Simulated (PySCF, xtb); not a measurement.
ClGe, SMILES [Cl][Ge] (connectivity only; charge and spin as stated), charge +1, multiplicity 1.

GFN2-xTB (xtb) at its own geometry gives an orbital gap of 4.22 eV.

Coordinates come from a r2SCAN-D4/def2-TZVP optimisation. The multiplicity is an assumed one; other spin states were not compared.

### Question
What does PBE/def2-TZVPD (PySCF) give? (Estimate from the structure and the level; the computed values follow.)

### Answer
gap 4.62 eV (levels -14.97 and -10.35 eV).
